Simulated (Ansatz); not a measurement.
**Relative stability**

The two ends of one reaction step of Si2H6ClO2F3, singlet (PBE0-D4/def2-TZVP).

A:

```
14
angstrom
Si -0.8388 1.1282 0.9679
O -0.4950 0.5700 -0.5061
Si -0.8775 -0.8215 -1.3649
F 0.4490 1.7728 1.5919
F -1.3765 -0.0018 1.9172
Cl -2.2575 2.5558 0.8504
H 2.0463 -0.6758 0.5454
O 1.2816 -1.1389 0.9057
H 1.2616 0.8970 -0.8436
F 2.1930 0.8423 -0.9110
H -1.4412 -1.8353 -0.4498
H 0.3600 -1.2812 -2.0260
H -1.8860 -0.4286 -2.3778
H 1.5811 -1.5830 1.7010
```

B:

```
14
angstrom
Si -0.2218 0.6415 1.2662
O -0.0036 -0.1362 -0.5898
Si -1.1290 -0.1779 -1.8525
F -0.1117 2.0405 0.5265
F -0.2956 1.1999 2.7820
Cl -2.0813 -0.2315 1.2461
H 2.1139 -0.8316 0.4605
O 1.1725 -0.2421 1.5342
H 0.8937 -0.4862 -0.7853
F 2.4082 -1.0817 -0.4230
H -1.9373 -1.4124 -1.7708
H -0.3140 -0.1776 -3.0901
H -1.9620 1.0343 -1.7470
H 1.4681 -0.1391 2.4435
```

Computed with Ansatz 0.2.0 (basis: def2-TZVPP); correlated methods freeze the cores. B3LYP uses VWN-RPA correlation.

Q: Which structure is lower at CCSD(T), and by how much? (To be estimated.)

A: By the calculation: A, by 5.00 kcal/mol (electronic energy, against the other). By their contacts, A is a complex of Si₂H₃ClOF₂ ([F][Si]([F])([Cl])[O][SiH3]) + H₂O + HF and B is a complex of Si₂H₅ClO₂F₂ ([OH][Si]([F])([F])([Cl])[OH][SiH3]) + HF.

Q: Do the other methods give the same order? (Judge from chemistry; the calculation decides.)

A: Computed: Not all: SPW92 gives the other order.

| method | E(B) − E(A) (kcal/mol) |
| --- | --- |
| SPW92 | -8.02 |
| PBE-D4 | 2.28 |
| BLYP-D4 | 5.90 |
| r2SCAN-D4 | 2.77 |
| B97M-V | 5.11 |
| PBE0-D4 | 2.83 |
| B3LYP-D4 | 5.63 |
| r2SCAN0-D4 | 3.01 |
| BHLYP-D4 | 6.12 |
| CAM-B3LYP-D4 | 3.69 |
| wB97X-V | 3.96 |
| wB97M-V | 3.28 |
| B2PLYP | 5.33 |
| PBE-QIDH | 3.01 |
| RPA on PBE | 5.80 |
| HF | 13.33 |
| MP2 | 4.48 |
| CCSD | 6.25 |
| CCSD(T) | 5.00 |

The T1 diagnostic stays at or below 0.011.

Labels in which every atom is bracketed show which atoms are joined, not bond orders.

For scale, one of the runs: CCSD(T)/def2-TZVPP, 365 basis functions, launched by `ansatz run in.yaml --threads 4 --pin off --events-out ev --progress --plain --max-ram 66560MiB --backend cuda --devices 0, --max-vram 37GiB`. Time: 25 s of wall clock on 4 CPU threads of an AMD EPYC 7R13 and a share of one NVIDIA H100; the host was shared. Peak host memory: 0.87 GiB.
